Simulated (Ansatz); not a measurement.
Reactions of `C=C[SiH2]O[SiH](F)F`.

Program: Ansatz. Geometries: PBE0-D4/def2-TZVP. ΔE: electronic, gas phase. CBS: MP2 limit from def2 TZ/QZ plus the TZ coupled-cluster correction, frozen cores. This one scheme is used for every species. Functionals use def2-TZVPP. For Br, Ge, Se outer-core shells are correlated without core-valence functions, which leaves a few kJ/mol of doubt a bond. Scalar relativity is left out up to krypton. One conformer a species, not always the lowest.

| reaction | MP2/CBS(def2) (kcal/mol) | B2PLYP (kcal/mol) | CCSD(T)/CBS(def2) (kcal/mol) |
| --- | --- | --- | --- |
| `C=C[SiH2]O[SiH](F)F` + `C=N[SiH2]F` → `C=N[SiH](F)F` + `C=C[SiH2]O[SiH2]F` | 2.4 | 2.4 | 2.5 |
| `C=C[SiH2]O[SiH](F)F` + HBr → `F[SiH](F)Br` + `C=C[SiH2]O` | 10.5 | 11.9 | 11.7 |
| `C=C[SiH2]O[SiH](F)F` + H₂ → `C=C[SiH2]O[SiH2]F` + H–F | 35.3 | 35.0 | 34.6 |
| `C=C[SiH2]O[SiH](F)F` + `F[SiH3]` → `F[SiH2]O[SiH](F)F` + `C=C[SiH3]` | -3.6 | -4.0 | -3.7 |
| `C=C[SiH2]O[SiH](F)F` + `[SiH3][SeH]` → `F[SiH](F)[SeH]` + `C=C[SiH2]O[SiH3]` | 8.8 | 9.1 | 9.3 |
| `C=C[SiH2]O[SiH](F)F` + `[SiH3][NH][GeH3]` → `F[SiH](F)[NH][GeH3]` + `C=C[SiH2]O[SiH3]` | 0.9 | 0.9 | 1.0 |
| `C=C[SiH2]O[SiH](F)F` + `C[SiH3]` → `C[SiH](F)F` + `C=C[SiH2]O[SiH3]` | 5.6 | 5.7 | 6.0 |
| `C=C[SiH2]O[SiH](F)F` + H₂S → `F[SiH](F)O[SiH2]S` + ethylene | -14.1 | -13.8 | -13.4 |
| `C=C[SiH2]O[SiH](F)F` + `CO[SiH2]S[SiH3]` → `CO[SiH2]S[SiH](F)F` + `C=C[SiH2]O[SiH3]` | 8.4 | 8.3 | 8.6 |
| `C=C[SiH2]O[SiH](F)F` + `F[SiH2][SiH2]S` → `C=C[SiH2][SiH2]F` + `F[SiH](F)O[SiH2]S` | -0.2 | -0.6 | -0.1 |

Largest T1 diagnostic: 0.013, for `C=N[SiH2]F`.
